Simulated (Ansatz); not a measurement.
Isolated molecules relaxed with PBE0-D4/def2-TZVP in Ansatz; ΔE leaves out vibrations. CCSD(T)/CBS adds triple-zeta CCSD(T) − MP2 to the extrapolated MP2 energy (def2 sets, frozen cores). This one scheme is used for every species. DFT in def2-TZVPP. For Br outer-core shells are correlated without core-valence functions, which leaves a few kJ/mol of doubt a bond. Scalar relativity is left out up to krypton. Each species was taken in one conformer, which may not be the lowest.

`[NH2][Al]([OH])[Br]` + `O[SiH3]` → `[OH][Al]([Br])[O][SiH3]` + NH₃  (ligand exchange at the Al–N bond)

`[NH2][Al]([OH])[Br]`:

Cartesian coordinates in Å:
```
N -0.964 0.736 0.253
Al 0.294 -0.282 -0.428
O 1.517 -1.013 0.473
Br 0.292 -0.649 -2.643
H -1.069 0.972 1.225
H -1.689 1.165 -0.299
H 1.620 -0.929 1.419
```

`O[SiH3]`:

```xyz
6

O     0.766   -0.749    0.703
Si   -0.305    0.244   -0.059
H     1.463   -1.143    0.177
H     0.374    1.419   -0.671
H    -1.252    0.698    0.986
H    -1.045   -0.469   -1.137
```

`[OH][Al]([Br])[O][SiH3]`:

Cartesian coordinates in Å:
```
O -2.599 0.853 -0.747
Al -1.361 0.504 0.334
Br -1.762 0.806 2.510
O 0.132 -0.052 -0.174
Si 1.668 -0.590 -0.075
H -2.507 0.750 -1.693
H 1.776 -1.899 -0.770
H 2.577 0.386 -0.730
H 2.077 -0.758 1.345
```

NH₃:

```xyz
4

N    -0.023   -0.022    0.280
H    -0.568    0.751   -0.081
H     0.936    0.131   -0.008
H    -0.345   -0.859   -0.191
```

Is it downhill or uphill in electronic energy at CCSD(T)/CBS, and by how much? (An estimate is asked.)

Computed: Downhill: ΔE = -69.9 kJ/mol.

What do these levels give: LDA (SPW92), CAM-B3LYP-D4, revPBE, CAM-B3LYP, SCS-MP2/def2-TZVPP, HF/CBS(def2)? (An estimate is asked.)

The calculation gave: LDA (SPW92) -58.5, CAM-B3LYP-D4 -70.4, revPBE -61.8, CAM-B3LYP -68.0, SCS-MP2/def2-TZVPP -72.0, HF/CBS(def2) -77.3 kJ/mol.

Largest T1 diagnostic among the species: 0.011.

At CCSD(T), def2-SVP lies −7.4 kJ/mol from the extrapolated value and def2-TZVPP −1.2 kJ/mol. Leaving LDA and LC-ωPBE aside and taking each functional with its dispersion term where it has one, the values, not all of them listed here, spread over 12.1 kJ/mol, from BHLYP-D4 to revPBE-D4. The D4 term adds −3.0 kJ/mol with B3LYP and −2.0 kJ/mol with PBE0; it sums over pairs of atoms, weighted by their polarisabilities, and B3LYP, whose exchange is more repulsive, gets the larger term.

B3LYP here is the variant with VWN-RPA as its local correlation; programs differ in this.
